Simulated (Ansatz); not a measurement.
Geometry optimisation, RKS revPBE-D4/6-31G (Ansatz).

The input (input.yaml):

```yaml
crystal:
  periodic: [false, false, false]
  atoms:
    - { symbol: Si, position_ang: [0.0, 0.0, 0.0] }
    - { symbol: F, position_ang: [0.0, 0.0, 1.59] }
    - { symbol: O, position_ang: [1.5842, 0.0, -0.5594] }
    - { symbol: H, position_ang: [1.9006, -0.9521, -0.6761] }
    - { symbol: "N", position_ang: [-0.8572, 1.4851, -0.6061] }
    - { symbol: H, position_ang: [-1.8773, 1.43, -0.8888] }
    - { symbol: H, position_ang: [-0.3367, 2.4058, -0.6766] }
    - { symbol: "N", position_ang: [-0.8572, -1.4851, -0.6061] }
    - { symbol: H, position_ang: [-1.3922, -2.1014, 0.0704] }
    - { symbol: H, position_ang: [-0.8219, -1.7344, -1.6357] }
basis:
  gaussian: { orbitals: "6-31G" }
hamiltonian:
  xc: revpbe
  dispersion: d4
relax:
  f_tol: 0.02
  max_steps: 40
```

Command:

```bash
$ ansatz run input.yaml --threads 1 --pin off --max-ram 2048MiB --backend cpu --events-out ev --progress --plain --runs-dir out
```

Where does it end, and by what steps?

The forces met the threshold. Limits of this set-up: no polarisation functions. After 9 steps the energy has fallen by 0.821 eV; H4 moved furthest, 0.78 Å.

```json
{"step": "0", "energy less start (eV)": "0.0000", "largest force component (eV/Å)": "4.886", "accepted": "yes"}
{"step": "1", "energy less start (eV)": "-0.5315", "largest force component (eV/Å)": "2.664", "accepted": "yes"}
{"step": "2", "energy less start (eV)": "-0.7258", "largest force component (eV/Å)": "0.297", "accepted": "yes"}
{"step": "3", "energy less start (eV)": "-0.7602", "largest force component (eV/Å)": "0.558", "accepted": "yes"}
{"step": "4", "energy less start (eV)": "-0.7933", "largest force component (eV/Å)": "0.443", "accepted": "yes"}
{"step": "5", "energy less start (eV)": "-0.8080", "largest force component (eV/Å)": "0.324", "accepted": "yes"}
{"step": "6", "energy less start (eV)": "-0.7834", "largest force component (eV/Å)": "0.417", "accepted": "no"}
{"step": "7", "energy less start (eV)": "-0.8193", "largest force component (eV/Å)": "0.041", "accepted": "yes"}
{"step": "8", "energy less start (eV)": "-0.8204", "largest force component (eV/Å)": "0.051", "accepted": "yes"}
{"step": "9", "energy less start (eV)": "-0.8206", "largest force component (eV/Å)": "0.005", "accepted": "yes"}
```

```xyz
10
Properties=species:S:1:pos:R:3
Si -0.067 -0.090 -0.123
F 0.058 -0.313 1.576
O 1.573 0.064 -0.659
H 2.278 -0.449 -0.210
N -0.783 1.369 -0.725
H -1.786 1.500 -0.774
H -0.219 2.182 -0.949
N -1.064 -1.442 -0.595
H -1.204 -2.252 0.001
H -1.446 -1.523 -1.531
```

Whether the end is a true minimum wasn't checked by a vibrational analysis.

Run time: 27 s on 1 thread of Arm Neoverse V2, on a shared host, peak memory 0.16 GiB.
